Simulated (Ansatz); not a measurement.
Consider the homolysis of the C–Si bond: `C[SiH](F)F` → `[CH3]`• + `F[SiH]F`•.

Calculated with Ansatz (gas phase, PBE0-D4/def2-TZVP geometries, no zero-point term in ΔE). CCSD(T)/CBS is the MP2 limit (def2-TZVPP, def2-QZVPP) plus CCSD(T) − MP2 in def2-TZVPP, frozen cores. This one scheme is used for every species. DFT in def2-TZVPP. No spin–orbit coupling; open shells (•) take unrestricted orbitals.

| level | ΔE (kJ/mol) | difference from CCSD(T)/CBS |
| --- | --- | --- |
| LDA (SPW92) | 471.5 | 41.2 |
| BLYP-D4 | 397.0 | -33.3 |
| CAM-B3LYP-D4 | 414.4 | -15.9 |
| ωB97X-V | 431.1 | 0.8 |
| BLYP | 384.2 | -46.1 |
| CAM-B3LYP | 409.4 | -20.9 |
| LC-ωPBE | 409.7 | -20.6 |
| RPA@PBE/def2-TZVPP | 405.6 | -24.7 |
| MP2/def2-SVP | 421.5 | -8.8 |
| CCSD/def2-SVP | 408.1 | -22.2 |
| CCSD(T)/def2-SVP | 412.8 | -17.5 |
| HF/def2-TZVPP | 316.7 | -113.6 |
| CCSD(T)/def2-TZVPP | 420.9 | -9.4 |
| HF/def2-QZVPP | 315.5 | -114.8 |
| MP2/def2-QZVPP | 434.7 | 4.4 |
| CCSD/CBS(def2) | 423.3 | -7.0 |
| CCSD(T)/CBS | 430.3 | 0 |

(1) What do rigid-rotor, harmonic-oscillator terms from PBE0-D4/def2-TZVP frequencies (298.15 K, 1 bar) make of the CCSD(T)/CBS value? (An estimate is asked.)

Largest T1 diagnostic among the species: 0.014.

Answers

(1) Ansatz gave: ΔZPE = -22.3 kJ/mol, ΔH = +413.6 kJ/mol, ΔS = 160 J/(mol·K), ΔG = +365.8 kJ/mol. Open shells count their whole term as degenerate.

Leaving LDA and LC-ωPBE aside and taking each functional with its dispersion term where it has one, the values, not all of them listed here, spread over 37.0 kJ/mol, from BLYP-D4 to ωB97M-V. LDA lies +67.0 kJ/mol from PBE without D4, its usual overbinding. The D4 term adds +9.5 kJ/mol with B3LYP and +5.0 kJ/mol with PBE0; it sums over pairs of atoms, weighted by their polarisabilities, and B3LYP, whose exchange is more repulsive, gets the larger term.

B3LYP here is the variant with VWN-RPA as its local correlation; programs differ in this.
